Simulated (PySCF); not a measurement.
# Mayer bond orders and bond lengths

C6H6FNO.
SMILES with atom numbers: `[F:1][c:2]1[o:3][n:4][cH:5][c:6]1[CH:7]1[CH2:8][CH2:9]1` (hydrogens: H10 on C5; H11 on C7; H12, H13 on C8; H14, H15 on C9)

Structure used (GFN2-xTB), in Å, numbered top down from 1:
```xyz
15
C6H6FNO angstrom
F      1.6031    2.2232   -1.3604
C      1.6768    1.0578   -0.7428
O      2.8897    0.5263   -0.5821
N      2.7394   -0.6530    0.0655
C      1.4676   -0.8222    0.2867
C      0.6983    0.2616   -0.2155
C     -0.7501    0.4840   -0.1844
C     -1.5426    0.0098    1.0050
C     -1.6785   -0.6958   -0.3028
H      1.1302   -1.7029    0.7942
H     -1.0523    1.4116   -0.6536
H     -2.3578    0.6297    1.3439
H     -1.0060   -0.4822    1.8015
H     -1.2339   -1.6732   -0.4090
H     -2.5883   -0.5668   -0.8680
```

Bond orders from the PBE0/pcSseg-1 density (PySCF). One conformer (not necessarily the lowest) at the GFN2-xTB geometry, without solvent, vibrations or thermal averaging.

Where do the orders between heavy atoms depart from those drawn in the SMILES?

The largest departure is 0.517, at O3–N4 (drawn aromatic, 0.983), counting aromatic bonds as 1.5. The bonds drawn aromatic range from 0.98 to 1.64.

Give the Mayer order of every bond between heavy atoms, beside its length.

```json
{"bond": "F1–C2", "drawn as": "single", "length (Å)": "1.321", "Mayer order": "1.029"}
{"bond": "C2–O3", "drawn as": "aromatic", "length (Å)": "1.334", "Mayer order": "1.099"}
{"bond": "O3–N4", "drawn as": "aromatic", "length (Å)": "1.354", "Mayer order": "0.983"}
{"bond": "N4–C5", "drawn as": "aromatic", "length (Å)": "1.302", "Mayer order": "1.642"}
{"bond": "C5–C6", "drawn as": "aromatic", "length (Å)": "1.421", "Mayer order": "1.215"}
{"bond": "C6–C7", "drawn as": "single", "length (Å)": "1.466", "Mayer order": "0.999"}
{"bond": "C7–C8", "drawn as": "single", "length (Å)": "1.506", "Mayer order": "0.942"}
{"bond": "C8–C9", "drawn as": "single", "length (Å)": "1.492", "Mayer order": "0.970"}
{"bond": "C6–C2", "drawn as": "aromatic", "length (Å)": "1.367", "Mayer order": "1.564"}
{"bond": "C9–C7", "drawn as": "single", "length (Å)": "1.506", "Mayer order": "0.942"}
```

By pair of heavy elements: C–C: lowest C7–C8 and C9–C7 (0.942, 1.506 Å), highest C6–C2 (1.564, 1.367 Å). Bonds named together lie within 0.004.

And the bonds to hydrogen?

C–H: 0.94 to 0.98 (6 bonds).

Sum the orders of all bonds at each heavy atom with more than one neighbour and set the sums beside the valence in the SMILES.

C2 3.692 (drawn 4), O3 2.082 (drawn 2), N4 2.625 (drawn 3), C5 3.840 (drawn 4), C6 3.778 (drawn 4), C7 3.826 (drawn 4), C8 3.822 (drawn 4), C9 3.822 (drawn 4). Orders between atoms that aren't bonded are not in these sums.

The Mayer order sums products of elements of PS (density times overlap matrix) between the two atoms' basis functions, so it depends on the basis set.
